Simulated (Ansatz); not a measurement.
Reaction (silylene formation by 1,1-elimination): `O[SiH2][GaH][OH]` → `[OH][GaH][OH]` + `[SiH2]`

Computed with Ansatz on PBE0-D4/def2-TZVP structures; ΔE is electronic, products minus reactants. CCSD(T)/CBS adds triple-zeta CCSD(T) − MP2 to the extrapolated MP2 energy (def2 sets, frozen cores). This one scheme is used for every species. DFT in def2-TZVPP. For Ga outer-core shells are correlated without core-valence functions, which leaves a few kJ/mol of doubt a bond. Scalar relativity is left out up to krypton. One conformer a species, not always the lowest.

`O[SiH2][GaH][OH]`:

Cartesian coordinates in Å:
```
O 0.418 1.685 0.713
Si -0.473 1.173 -0.578
Ga -0.236 -1.214 -0.419
O 0.819 -1.263 1.056
H 0.813 0.961 1.213
H 0.066 1.737 -1.847
H -1.883 1.638 -0.463
H -0.618 -2.595 -1.054
H 1.094 -2.122 1.378
```

`[OH][GaH][OH]`:

```xyz
6

O     0.610    1.284    0.003
Ga    0.019   -0.365   -0.344
O    -1.014   -1.006    0.952
H     1.172    1.663   -0.675
H     0.337   -1.191   -1.613
H    -1.124   -0.385    1.677
```

`[SiH2]`:

Z-matrix (Å, degrees):
```
Si
H 1 1.525
H 1 1.525 2 91.2
```

```tsv
level	ΔE (kJ/mol)
r2SCAN0-D4	294.2
CAM-B3LYP-D4	275.1
LC-ωPBE	285.6
MP2/def2-SVP	248.7
CCSD(T)/def2-SVP	232.9
MP2/def2-TZVPP	272.0
HF/def2-QZVPP	242.7
SCS-MP2/def2-QZVPP	265.6
```

Q: What does CCSD(T)/CBS give? (Best estimate.)

A: The calculation gave: +268.4 kJ/mol. The listed levels differ from it by 25.8, 6.7, 17.2, -19.7, -35.5, 3.6, -25.7, -2.8 kJ/mol.

Largest T1 diagnostic among the species: 0.015.

Leaving LDA and LC-ωPBE aside and taking each functional with its dispersion term where it has one, the values, not all of them listed here, spread over 32.6 kJ/mol, from BLYP-D4 to r2SCAN0-D4. LDA lies +38.0 kJ/mol from PBE without D4. From PBE to PBE0 (25 % exact exchange), in def2-TZVPP and without D4, ΔE moves by +7.2 kJ/mol. In def2-TZVPP, CCSD(T) changes the Hartree–Fock value by +13.8 kJ/mol (the triples alone add +4.1 kJ/mol) and MP2 by +28.8 kJ/mol.
